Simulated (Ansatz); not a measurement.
CH3AlF, SMILES `[CH3][Al-][F]` (lower singlet) (charge -1, multiplicity 1). This singlet lies 1.30 eV below the relaxed triplet at the level frozen-core CCSD(T)/aug-cc-pVTZ // PBE0-D3(BJ)/def2-TZVPD (Ansatz, a program for electronic structure).

Level of theory: frozen-core CCSD(T)/aug-cc-pVTZ // PBE0-D3(BJ)/def2-TZVPD (Ansatz).

Ansatz 0.2 input:
```yaml
crystal:
  periodic: [false, false, false]
  atoms:
    - { symbol: C, position_ang: [-0.604748, -0.009778, -0.050627] }
    - { symbol: Al, position_ang: [1.232754, -0.835068, -0.407764] }
    - { symbol: F, position_ang: [2.230253, 0.347127, 0.370011] }
    - { symbol: H, position_ang: [-0.654735, 1.004705, -0.476413] }
    - { symbol: H, position_ang: [-1.432966, -0.595715, -0.468973] }
    - { symbol: H, position_ang: [-0.770558, 0.088729, 1.033763] }
basis:
  gaussian: { orbitals: aug-cc-pVTZ }
correlation:
  method: ccsd_t
total_charge: -1
```

Output:

```
Functional definition: HF
1230 factors; integrals over basis functions are off by at most 1.1e-3 eV
mean field evaluation 1: about -10368.5523 eV, gradient 2.1e1 eV
mean field evaluation 2: about -10368.5567 eV, gradient 2.1e1 eV
mean field evaluation 4: about -10370.0994 eV, gradient 2.7e0 eV
mean field evaluation 8: about -10370.1516 eV, gradient 2.4e-3 eV
mean field evaluation 16: about -10370.1455 eV, gradient 3.0e-1 eV
mean field -10370.15162997 eV, -381.0960432603 hartree, gradient 9.2e-6 eV, S^2 0.000000; 0 other end points of the search recorded, 0 dependent functions left out; unrestricted orbitals would lower it
7 core orbitals not correlated
reference -10370.15162997 eV, -381.0960432603 hartree; 9, 9 occupied and 195, 195 virtual orbitals, 1230 factors
second order -14.57658083 eV of doubles, -0.00000000 eV of singles
cycle   1  -14.71819519 eV  change   -1.4e-1 eV  update   9.8e-2
cycle   2  -15.07976168 eV  change   -3.6e-1 eV  update   3.7e-2
cycle   3  -15.18916927 eV  change   -1.1e-1 eV  update   2.1e-2
cycle   4  -15.17486066 eV  change    1.4e-2 eV  update   6.8e-3
cycle   5  -15.16971884 eV  change    5.1e-3 eV  update   3.3e-3
cycle   6  -15.17144098 eV  change   -1.7e-3 eV  update   1.5e-3
cycle   7  -15.17149173 eV  change   -5.1e-5 eV  update   6.4e-4
cycle   8  -15.17120458 eV  change    2.9e-4 eV  update   2.7e-4
cycle   9  -15.17124231 eV  change   -3.8e-5 eV  update   1.2e-4
cycle  10  -15.17134906 eV  change   -1.1e-4 eV  update   4.8e-5
cycle  11  -15.17128550 eV  change    6.4e-5 eV  update   2.2e-5
cycle  12  -15.17128311 eV  change    2.4e-6 eV  update   9.3e-6
perturbative correction -0.56428018 eV, -0.0207369142 hartree
Total energy: -10385.88719327 eV, -381.6743145454 hartree
```
